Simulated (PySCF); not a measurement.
**Broadened absorption spectrum of selenacyclopentane**

Selenacyclopentane, C₄H₈Se.
Structure used (PBE0-D3(BJ)/def2-SVP), in Å, numbered top down from 1:
```xyz
13
C4H8Se angstrom
C      0.592   -0.795   -0.294
C     -0.816   -0.583    0.249
C     -1.266    0.816   -0.147
Se     0.318    1.968    0.049
C      1.456    0.367    0.175
H      1.016   -1.758    0.036
H      0.563   -0.813   -1.396
H     -1.519   -1.343   -0.129
H     -0.802   -0.669    1.348
H     -1.601    0.854   -1.194
H     -2.072    1.201    0.492
H      1.773    0.242    1.221
H      2.350    0.512   -0.447
```

Computed with PySCF, TDDFT wB97X-D/def2-SVPD, vertical, gas phase, core orbitals frozen in the response. Relativistic effects, spin–orbit coupling among them, are left out although an element past zinc is present.

Broadening: Gaussians 0.3 eV wide at half height, area fixed by f = 4.319×10⁻⁹ ∫ε dν̃. The width is an assumption, not a result. The curve ends short of the highest state used, and states not computed would add to its high-energy end.

E (eV), ε (L mol⁻¹ cm⁻¹) and a bar:
```
     4.04          0 
     4.10          0 
     4.16          0 
     4.23          0 
     4.29          0 
     4.35          0 
     4.41          0 
     4.48          0 
     4.54          0 
     4.60          0 
     4.66          0 
     4.73          0 
     4.79          0 
     4.85          0 
     4.91          0 
     4.98          0 
     5.04          0 
     5.10          0 
     5.16          0 
     5.23          3 
     5.29         14 
     5.35         57 
     5.41        187 #
     5.48        572 ##
     5.54       1172 ####
     5.60       1938 ######
     5.66       2617 #########
     5.73       3013 ##########
     5.79       3096 ##########
     5.85       3244 ###########
     5.92       3607 ############
     5.98       3756 ############
     6.04       3451 ###########
     6.10       2837 #########
     6.17       2398 ########
     6.23       2672 #########
     6.29       3371 ###########
     6.35       3906 #############
     6.42       3671 ############
     6.48       2764 #########
     6.54       1673 ######
     6.60        818 ###
     6.67        281 #
     6.73        105 
     6.79         48 
     6.85         29 
     6.92         17 
     6.98         11 
     7.04         19 
     7.10         73 
     7.17        331 #
     7.23        969 ###
     7.29       2299 ########
     7.35       4414 ###############
     7.42       7281 ########################
     7.48       9035 ##############################
```

Task: Locate the maxima and give the states behind the curve.

Result: 208 nm (5.97 eV), ε about 3800, made up of S3 (92%); 195 nm (6.37 eV), ε about 3900, made up of S4 (99%) (ε in L mol⁻¹ cm⁻¹; maxima over ε = 5, shares over 10%). At its high-energy end, 7.48 eV, the curve is still rising (ε about 9000, from S7 and S8). The states used: S1 4.49 eV (f 0.0000); S2 5.70 eV (f 0.029); S3 5.99 eV (f 0.039); S4 6.37 eV (f 0.043); S5 6.78 eV (f 0.0003); S6 7.37 eV (f 0.0004); S7 7.49 eV (f 0.087); S8 7.65 eV (f 0.031); S9 7.80 eV (f 0.0045); S10 8.08 eV (f 0.091).

Task: What would ε be at 6.37 eV, the highest of these maxima, with half the width (0.15 eV)?

Result: About 7800 L mol⁻¹ cm⁻¹ against 3950, a factor of about 1.98; a lone state at its own centre would give exactly 2.

Task: On this curve, what absorbance would a 10⁻³ mol/L sample give at 193 nm over a 1 cm path?

Result: 193 nm is 6.424 eV, where ε is about 3600 L mol⁻¹ cm⁻¹, so A = ε c l ≈ 3.6 (Beer–Lambert, with the gas-phase spectrum and the assumed width).

Task: Coming from long wavelengths, where does ε first pass 100 L mol⁻¹ cm⁻¹?

Result: At about 231 nm (5.38 eV), 0.89 eV above S1.

All these states lie below the vertical ionisation energy of 8.09 eV (ΔSCF).

One conformer stands for the species.
